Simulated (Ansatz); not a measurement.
The cluster Fe4Co⁺. The state is a multiplicity 15 with charge 1. Geometry PBE-D4/def2-SVP; atoms count from 1.

```xyz
5

Fe   -0.506   -1.263   -0.116
Fe    0.678    0.555   -1.050
Fe   -0.204    0.727    1.139
Fe    1.573   -0.674    0.693
Co   -1.541    0.656   -0.666
```

The charge 1 multiplicity 15 is spin-contaminated (final ⟨S²⟩ up to 56.85, 56.00 for a pure state). The structure comes from a short search, and lower isomers may exist.

Question: Estimate the Mulliken populations from the PBE0/def2-TZVP orbitals of Ansatz.

Answer: 
```
atom  charge (e)  spin (α − β)  d electrons
 Fe1        0.26          2.86         6.72
 Fe2        0.27          2.86         6.72
 Fe3        0.28          2.89         6.70
 Fe4        0.12          3.31         6.64
 Co5        0.07          2.08         7.79
```
Mulliken values depend strongly on the basis.

Question: Where does the spin sit?

Answer: Summed by element: Fe 11.92, Co 2.08, of 14 unpaired in all. Largest on single atoms: Fe4 3.31, Fe3 2.89, Fe2 2.86.

Question: And the Mayer bond orders between heavy atoms (over 0.3)?

Answer: Fe1–Fe2 0.75 (2.36 Å); Fe1–Fe3 0.67 (2.37 Å); Fe1–Fe4 0.82 (2.31 Å); Fe1–Co5 0.76 (2.25 Å); Fe2–Fe3 0.68 (2.37 Å); Fe2–Fe4 0.81 (2.31 Å); Fe2–Co5 0.75 (2.25 Å); Fe3–Fe4 0.87 (2.31 Å); Fe3–Co5 0.84 (2.25 Å).
